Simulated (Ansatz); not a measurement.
Consider the redistribution: `[GeH3][GeH2][SiH2][GeH2][GeH3]` + `[SiH3]C1CO1` → `[GeH3][CH]1CO1` + `[SiH3][GeH2][SiH2][GeH2][GeH3]`.

Program: Ansatz. Geometries: PBE0-D4/def2-TZVP. ΔE: electronic, gas phase. CBS: MP2 limit from def2 TZ/QZ plus the TZ coupled-cluster correction, frozen cores. DFT in def2-TZVPP. For Ge outer-core shells are correlated without core-valence functions, which leaves a few kJ/mol of doubt a bond. Scalar relativity is left out up to krypton. Each species was taken in one conformer, which may not be the lowest.

```json
{"species": "`[GeH3][GeH2][SiH2][GeH2][GeH3]`", "r2SCAN energy (Eh)": "-8604.68251"}
{"species": "`[SiH3]C1CO1`", "r2SCAN energy (Eh)": "-444.43616"}
{"species": "`[GeH3][CH]1CO1`", "r2SCAN energy (Eh)": "-2231.95185"}
{"species": "`[SiH3][GeH2][SiH2][GeH2][GeH3]`", "r2SCAN energy (Eh)": "-6817.15723"}
```

(1) Work out ΔE.

Largest T1 diagnostic among the species: 0.012.

Answers

(1) ΔE = (-2231.95185) + (-6817.15723) − (-8604.68251) − (-444.43616) = 0.00959 Eh = +25.2 kJ/mol. CCSD(T)/CBS gives +24.5 kJ/mol.
